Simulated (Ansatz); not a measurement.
System: sum formula H4Si2OF, charge 0, multiplicity 2. It need not be the lowest isomer of its formula. 
Geometry from a B3LYP-D3(BJ)/def2-TZVP (Ansatz, an electronic-structure program) optimisation:
```xyz
8

Si     1.2187     0.2655    -0.2058
F      1.4754     0.2593     1.3737
O     -0.2893    -0.2452    -0.5132
Si    -1.9163    -0.2292    -0.2572
H      2.1695    -0.6745    -0.8197
H      1.3908     1.6532    -0.6700
H     -2.5474    -1.0126    -1.3516
H     -2.2113    -0.8456     1.0647
```
Charge 0, spin multiplicity 2.

Total electronic energies in hartree. Valence correlation only, unless marked. Open shells are spin-unrestricted. Spin-orbit coupling is left out. Non-relativistic. CBS marks a two-point X^-3 extrapolation of the correlation energy; Hartree-Fock from the larger set. [CCSD(T)-MP2]/basis is that difference in the basis named.

| level | program | energy (Eh) |
|---|---|---|
| BLYP-D3(BJ)/def2-TZVPD | Ansatz + dftd3 | -756.64045 |
| BLYP/def2-TZVPD | Ansatz | -756.62800 |
| BHLYP-D4/def2-TZVPD | Ansatz + dftd4 | … |
| RI-MP2/CBS(cc-pV(T+d)Z,cc-pV(Q+d)Z) | Ansatz | -755.5609 |
| CCSD/aug-cc-pV(D+d)Z | Ansatz | -755.26676 |
| CCSD/cc-pV(D+d)Z | Ansatz | -755.20188 |
| RI-MP2/CBS(aug-cc-pV(T+d)Z,aug-cc-pV(Q+d)Z)+[CCSD(T)-MP2]/aug-cc-pV(D+d)Z | Ansatz | -755.6172 |
| RI-MP2/CBS(aug-cc-pV(T+d)Z,aug-cc-pV(Q+d)Z)+[CCSD(T)-MP2]/aug-cc-pV(T+d)Z | Ansatz | -755.6193 |
| RI-MP2/CBS(cc-pV(T+d)Z,cc-pV(Q+d)Z)+[CCSD(T)-MP2]/cc-pV(T+d)Z | Ansatz | -755.6152 |

Q: What belongs in the gaps?

A: 
- BHLYP-D4/def2-TZVPD, energy (Eh): -756.59967
